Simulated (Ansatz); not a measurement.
`[CH3][InH][CH3]` + PH₃ → `[CH3][InH-]([CH3])[PH3+]`  (adduct formation)

Isolated molecules relaxed with PBE0-D4/def2-TZVP in Ansatz; ΔE leaves out vibrations. CCSD(T)/CBS is the MP2 limit (def2-TZVPP, def2-QZVPP) plus CCSD(T) − MP2 in def2-TZVPP, frozen cores. This one scheme is used for every species. DFT in def2-TZVPP. B3LYP here is the variant with VWN-RPA as its local correlation; programs differ in this. def2 core potentials past Kr. For In outer-core shells are correlated without core-valence functions, which leaves a few kJ/mol of doubt a bond. One conformer a species, not always the lowest.

| level | ΔE (kcal/mol) |
| --- | --- |
| B3LYP-D4 | -8.9 |
| CCSD(T)/def2-SVP | -8.8 |

What does CCSD(T)/CBS give? (Best estimate.)

The calculation gave: -10.6 kcal/mol. The listed levels differ from it by 1.7, 1.8 kcal/mol.

Largest T1 diagnostic among the species: 0.013.

From BLYP to BHLYP (50 % exact exchange), in def2-TZVPP and without D4, ΔE moves by −2.7 kcal/mol. In def2-TZVPP, CCSD(T) changes the Hartree–Fock value by −4.9 kcal/mol (the triples alone add −0.8 kcal/mol) and MP2 by −6.1 kcal/mol. At CCSD(T), def2-SVP lies +1.8 kcal/mol from the extrapolated value and def2-TZVPP +1.4 kcal/mol.

CCSD(T)/CBS has its own doubt, a few kJ/mol and more with outer-core shells, so smaller differences from it don't rank the levels.
